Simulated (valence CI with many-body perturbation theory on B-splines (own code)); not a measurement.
Values are calculated unless marked as measured or tabulated.
## Run record, Ba¹⁷⁺

The program does CI of the valence electrons with many-body perturbation theory for a frozen closed Dirac-Fock core.

Command, and the settings that its task file holds:

```sh
python run_cv.py task.json out
```

```
atom Ba  Z=56  mass_number=138  rms_radius_fm=4.8378
core [Kr]
valence 4s3
avg = 1
basis = S
breit = 1
cap = 10000
capref = 1200
cscale = 1
de = 0.0
dress = 0
eps = 2e-08
extrap = 1
h = 0.27
hh = 1
l2 = 3
lcore = 6
maxit = 60
n2 = 5
natural = 1
nlev = 21
nno = [3, 3, 3, 3, 1]
nroot = 26
nsp = [3, 3, 2, 2, 0]
pt2 = 1
qed = 1
rpa = 1
s1 = 1
s2 = 1
s3 = 1
screen = 1
tol = 2e-05
whole = 1
```

Problem. What became of the run, and why?

Solution. It gave no result: a shell was given more electrons than it holds. The program said: "a valence shell holds more than 4l+2 electrons".
